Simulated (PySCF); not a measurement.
Molecule: SMILES CCO[SiH2]S[SiH3], C$_{2}$H$_{10}$OSSi$_{2}$.

Cartesian coordinates in Å; atom numbers follow the order of the lines, from 1:
```xyz
16

C    -2.4838    0.5299    0.5345
C    -1.2150   -0.2633    0.3110
O    -0.2064    0.0817    1.2385
Si    0.8644    1.3385    1.0852
S     1.9416    1.1794   -0.7684
Si    2.5663   -0.8733   -0.5564
H    -3.2713    0.2013   -0.1607
H    -2.8492    0.3921    1.5630
H    -2.3168    1.6060    0.3715
H    -0.8470   -0.1217   -0.7227
H    -1.4096   -1.3407    0.4375
H     1.7658    1.2188    2.2590
H     0.2139    2.6800    1.0286
H     3.7089   -1.0643   -1.4936
H     3.0016   -1.1382    0.8466
H     1.4671   -1.8148   -0.9195
```

Geometry PBE0-D3(BJ)/def2-SVP throughout; GIAO in PySCF, gas phase, one conformer, non-relativistic; equivalent atoms averaged; functional PBE0.

(1) How do the absolute shieldings σ depend on the basis set? (a selection of nuclei; ppm; last column core-seconds on shared hosts with different chips, so compare them loosely)

(2) Which nucleus among those listed moves most, in ppm?

(3) Taking the largest basis, def2-TZVP (264 functions), as the yardstick, rank the others by their worst heavy-atom deviation.

## Answers

(1) 
| basis set | functions | C2 | O3 | Si4 | Si6 | S5 | H12/H13 | H14/H15/H16 | H10/H11 | H7/H8/H9 | core-s |
| --- | --- | --- | --- | --- | --- | --- | --- | --- | --- | --- | --- |
| STO-3G | 52 | 182.4 | 413.5 | 525.9 | 564.1 | 1033.5 | 30.07 | 30.81 | 30.97 | 31.95 | 4.1 |
| 6-31G | 86 | 143.7 | 294.1 | 417.4 | 467.7 | 848.6 | 27.11 | 28.24 | 28.63 | 31.32 | 9.7 |
| pcSseg-0 | 86 | 133.3 | 306.0 | 367.9 | 428.9 | 889.4 | 27.07 | 28.30 | 29.05 | 31.55 | 7.4 |
| 6-31G* | 116 | 138.5 | 282.3 | 406.8 | 437.1 | 813.6 | 26.40 | 27.17 | 28.11 | 30.83 | 14 |
| def2-SVP | 146 | 138.6 | 287.4 | 427.5 | 457.6 | 830.1 | 25.99 | 26.67 | 27.72 | 30.32 | 15 |
| cc-pVDZ | 146 | 139.4 | 285.0 | 429.8 | 461.6 | 817.9 | 25.91 | 26.62 | 27.44 | 30.20 | 16 |
| pcSseg-1 | 173 | 125.3 | 276.3 | 364.6 | 401.4 | 786.9 | 25.96 | 26.64 | 27.51 | 30.05 | 17 |
| aug-cc-pVDZ | 240 | 137.9 | 281.1 | 424.5 | 467.6 | 817.0 | 25.71 | 26.55 | 27.42 | 30.19 | 35 |
| 6-311+G(2d,p) | 246 | 128.1 | 268.6 | 359.4 | 395.7 | 768.8 | 25.82 | 26.55 | 27.63 | 30.35 | 44 |
| def2-TZVP | 264 | 127.0 | 267.4 | 349.1 | 385.4 | 765.7 | 25.78 | 26.53 | 27.61 | 30.35 | 42 |

(2) S5 (sulfur bonded to 2 Si): from 765.7 ppm with def2-TZVP to 1033.5 ppm with STO-3G. The smallest spread is 1.91 ppm, at H7/H8/H9. Proton shifts span only some 12 ppm, so a few tenths of a ppm matter as much there as several ppm in carbon.

(3) 6-311+G(2d,p) 10.3 ppm (246 functions), pcSseg-1 21.2 ppm (173 functions), 6-31G* 57.6 ppm (116 functions), def2-SVP 78.4 ppm (146 functions), cc-pVDZ 80.7 ppm (146 functions), aug-cc-pVDZ 82.2 ppm (240 functions), 6-31G 82.8 ppm (86 functions), pcSseg-0 123.7 ppm (86 functions), STO-3G 267.8 ppm (52 functions).

A small basis that lands close on one nucleus may do so by chance; judge by the trend and by all nuclei.
